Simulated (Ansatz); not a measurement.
`[CH3][Nb](=[NH])([F])[F]` + HCl → `[CH3][Nb](=[NH])([F])[Cl]` + H–F at 400 K and 1 bar (ligand exchange at the Nb–F bond).

Isolated molecules relaxed with PBE0-D4/def2-TZVP in Ansatz; ΔE leaves out vibrations. CBS: MP2 limit from def2 TZ/QZ plus the TZ coupled-cluster correction, frozen cores. This one scheme is used for every species. def2 core potentials past Kr. For Nb outer-core shells are correlated without core-valence functions, which leaves a few kJ/mol of doubt a bond. Each species was taken in one conformer, which may not be the lowest.

```csv
species,CCSD(T)/CBS energy (Eh),H − E (kJ/mol),S (J/(mol·K))
`[CH3][Nb](=[NH])([F])[F]`,-351.81367,174.1,394.5
HCl,-460.38127,29.6,195.4
`[CH3][Nb](=[NH])([F])[Cl]`,-711.80026,172.9,407.3
H–F,-100.39570,36.5,182.2
```

H − E and S are ideal-gas, rigid-rotor, harmonic terms from PBE0-D4/def2-TZVP, for one conformer and one mirror image of each species. 1 Eh = 2625.50 kJ/mol, R = 8.31446 J/(mol·K).

By hand: ΔE, ΔH, ΔS and ΔG.

ΔE = (-711.80026) + (-100.39570) − (-351.81367) − (-460.38127) = -0.00102 Eh = -2.7 kJ/mol. Δ(H − E) = 172.9 + 36.5 − 174.1 − 29.6 = 5.7, so ΔH = 3.0 kJ/mol. ΔS = 407.3 + 182.2 − 394.5 − 195.4 = -0.4 J/(mol·K). ΔG = 3.0 − 400 × (-0.4)/1000 = 3.2 kJ/mol.

By hand: the equilibrium constant, and the temperature at which ΔG would vanish if ΔH and ΔS stayed fixed.

log₁₀ K = −ΔG/(RT ln 10) = -0.4. ΔH and −TΔS have one sign here, so there is no such temperature.

The number of gas molecules stays the same, so ΔS is small and ΔH decides. The sign of ΔG lies within the doubt. A doubt of 5 kJ/mol in ΔE shifts log₁₀ K by 0.7 here. Other conformers and mirror images would add mixing entropy, several J/(mol·K) or more a flexible species. These are equilibria of isolated gas molecules and say nothing of rates. Largest T1 diagnostic: 0.020 (customary marks: 0.02 for closed shells, 0.045 for open ones).

ΔS is within the doubt of such terms, so its sign, and with it that verdict, could turn.
